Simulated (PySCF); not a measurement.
SMILES [SiH2](c1sccc1)CF, GFN2-xTB optimised geometry.

```
15

F     -3.38    -2.30     0.62
C     -2.46    -1.27     0.65
Si    -0.77    -1.88    -0.04
C      0.38    -0.40     0.00
C      1.74    -0.40     0.00
C      2.32     0.89     0.00
C      1.38     1.87     0.00
S     -0.22     1.24    -0.01
H     -2.40    -0.95     1.69
H     -2.88    -0.46     0.06
H     -0.97    -2.35    -1.41
H     -0.24    -2.94     0.82
H      2.32    -1.30     0.00
H      3.38     1.08     0.00
H      1.52     2.94     0.00
```

Density from B3LYP/def2-TZVP (PySCF 2.14.0) at that geometry.

Minimum of the electron density along straight lines between bonded atoms, close to the bond critical point (lines longer than 1.1 times the sum of covalent radii, or with two minima, are not listed):

```json
[
 {"bond": "F1–C2", "length / Å": "1.381", "ρ at the minimum / e bohr⁻³": "0.241", "∇²ρ there / e bohr⁻⁵": "…", "position (fraction from the first atom)": "0.66"},
 {"bond": "C2–Si3", "length / Å": "1.917", "ρ at the minimum / e bohr⁻³": "0.118", "∇²ρ there / e bohr⁻⁵": "…", "position (fraction from the first atom)": "0.62"},
 {"bond": "Si3–C4", "length / Å": "1.875", "ρ at the minimum / e bohr⁻³": "0.118", "∇²ρ there / e bohr⁻⁵": "0.22", "position (fraction from the first atom)": "0.39"},
 {"bond": "C4–C5", "length / Å": "1.365", "ρ at the minimum / e bohr⁻³": "0.331", "∇²ρ there / e bohr⁻⁵": "-0.97", "position (fraction from the first atom)": "0.51"},
 {"bond": "C5–C6", "length / Å": "1.410", "ρ at the minimum / e bohr⁻³": "0.308", "∇²ρ there / e bohr⁻⁵": "-0.89", "position (fraction from the first atom)": "0.50"},
 {"bond": "C6–C7", "length / Å": "1.358", "ρ at the minimum / e bohr⁻³": "0.337", "∇²ρ there / e bohr⁻⁵": "-1.01", "position (fraction from the first atom)": "0.49"},
 {"bond": "C4–S8", "length / Å": "1.739", "ρ at the minimum / e bohr⁻³": "0.208", "∇²ρ there / e bohr⁻⁵": "-0.40", "position (fraction from the first atom)": "0.47"},
 {"bond": "C7–S8", "length / Å": "1.716", "ρ at the minimum / e bohr⁻³": "0.219", "∇²ρ there / e bohr⁻⁵": "-0.46", "position (fraction from the first atom)": "0.48"},
 {"bond": "C2–H9", "length / Å": "1.093", "ρ at the minimum / e bohr⁻³": "0.285", "∇²ρ there / e bohr⁻⁵": "-1.01", "position (fraction from the first atom)": "0.65"},
 {"bond": "C2–H10", "length / Å": "1.093", "ρ at the minimum / e bohr⁻³": "0.285", "∇²ρ there / e bohr⁻⁵": "-1.00", "position (fraction from the first atom)": "0.65"},
 {"bond": "Si3–H11", "length / Å": "1.466", "ρ at the minimum / e bohr⁻³": "0.126", "∇²ρ there / e bohr⁻⁵": "0.17", "position (fraction from the first atom)": "0.49"},
 {"bond": "Si3–H12", "length / Å": "1.465", "ρ at the minimum / e bohr⁻³": "0.126", "∇²ρ there / e bohr⁻⁵": "0.17", "position (fraction from the first atom)": "0.49"},
 {"bond": "C5–H13", "length / Å": "1.075", "ρ at the minimum / e bohr⁻³": "0.291", "∇²ρ there / e bohr⁻⁵": "-1.05", "position (fraction from the first atom)": "0.65"},
 {"bond": "C6–H14", "length / Å": "1.075", "ρ at the minimum / e bohr⁻³": "0.290", "∇²ρ there / e bohr⁻⁵": "-1.05", "position (fraction from the first atom)": "0.65"},
 {"bond": "C7–H15", "length / Å": "1.072", "ρ at the minimum / e bohr⁻³": "0.293", "∇²ρ there / e bohr⁻⁵": "-1.07", "position (fraction from the first atom)": "0.65"}
]
```

**Question.** Fill in the missing entries.

**Answer.** 
- F1–C2, ∇²ρ there / e bohr⁻⁵: -0.11
- C2–Si3, ∇²ρ there / e bohr⁻⁵: 0.14
